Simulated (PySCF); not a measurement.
## Constants of KF, step by step

State: ¹Σ⁺, singlet, closed shell. De refers to K + F. RHF-based CCSD(T) in PySCF 2.14 with K cc-pwCVDZ-X2C, F aug-cc-pVDZ-DK and K cc-pwCVTZ-X2C, F aug-cc-pVTZ-DK (frozen core orbitals: 6; spin-free X2C with a Gaussian nucleus). Correlation energies are extrapolated as n⁻³ (n = 2, 3), Hartree–Fock as (n+1)·exp(−9√n). CV is the change on freezing 5 orbitals instead, in K cc-pwCVTZ-X2C, F cc-pCVTZ-DK.

```
         Level  Re (Å)  ωe (cm⁻¹)  ωexe (cm⁻¹)  αe (cm⁻¹)  De (eV)
    CCSD(T)/DZ  2.2346      405.6         2.33    0.00229    4.773
    CCSD(T)/TZ  2.1865      424.3         2.46    0.00231    4.998
        HF/CBS  2.2040      419.4         2.39    0.00225    3.071
       MP2/CBS  2.1758      426.3         2.49    0.00233    5.413
      CCSD/CBS  2.1757      432.0         2.50    0.00229    4.927
   CCSD(T)/CBS  2.1742      431.2         2.50    0.00231    5.093
CCSD(T)/CBS+CV  2.1738      431.3         2.51    0.00231    5.101
```

Task: How much is left between CCSD(T)/TZ and the basis-set limit, and how much do the triples give at the limit?

Result: CCSD(T)/CBS less CCSD(T)/TZ: -12.3 mÅ in Re, +6.9 cm⁻¹ in ωe and +0.095 eV in De. CCSD(T)/CBS less CCSD/CBS: -1.5 mÅ in Re, -0.8 cm⁻¹ in ωe and +0.166 eV in De.

Task: What do the later terms add?

Result: CV: -0.4 mÅ in Re, +0.1 cm⁻¹ in ωe and +0.008 eV in De, each against the row above.

The T1 diagnostic is 0.015. The open-shell atoms are computed with UHF. Spin–orbit coupling, excitations beyond (T) and corrections to the Born–Oppenheimer picture are left out.

The whole job (state search and all basis sets along the bond) took about 5.5 min on 4 threads of Arm Neoverse V2 (shared host), peak memory 2.7 GiB.
